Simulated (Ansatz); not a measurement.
Program: Ansatz. Geometries: PBE0-D4/def2-TZVP. ΔE: electronic, gas phase. CBS: MP2 limit from def2 TZ/QZ plus the TZ coupled-cluster correction, frozen cores. For Ge outer-core shells are correlated without core-valence functions, which leaves a few kJ/mol of doubt a bond. Scalar relativity is left out up to krypton. Each species was taken in one conformer, which may not be the lowest.

Consider the redistribution: `[CH3][GeH]([NH2])[SiH3]` + `BC[SiH2]F` → `[CH3][GeH]([NH2])[F]` + `BC[SiH2][SiH3]`.

```json
{"species": "`[CH3][GeH]([NH2])[SiH3]`", "CCSD/def2-SVP energy (Eh)": "-2462.15063"}
{"species": "`BC[SiH2]F`", "CCSD/def2-SVP energy (Eh)": "-454.80402"}
{"species": "`[CH3][GeH]([NH2])[F]`", "CCSD/def2-SVP energy (Eh)": "-2271.02657"}
{"species": "`BC[SiH2][SiH3]`", "CCSD/def2-SVP energy (Eh)": "-645.91442"}
```

(1) Work out ΔE.

Largest T1 diagnostic among the species: 0.012.

Answers

(1) ΔE = (-2271.02657) + (-645.91442) − (-2462.15063) − (-454.80402) = 0.01366 Eh = +35.9 kJ/mol. CCSD(T)/CBS gives +59.3 kJ/mol.

At CCSD(T), def2-SVP lies −24.6 kJ/mol from the extrapolated value and def2-TZVPP −2.2 kJ/mol. From BLYP to BHLYP (50 % exact exchange), in def2-TZVPP and without D4, ΔE moves by +3.9 kJ/mol. Leaving LDA and LC-ωPBE aside and taking each functional with its dispersion term where it has one, the values, not all of them listed here, spread over 13.9 kJ/mol, from revPBE-D4 to BHLYP-D4.
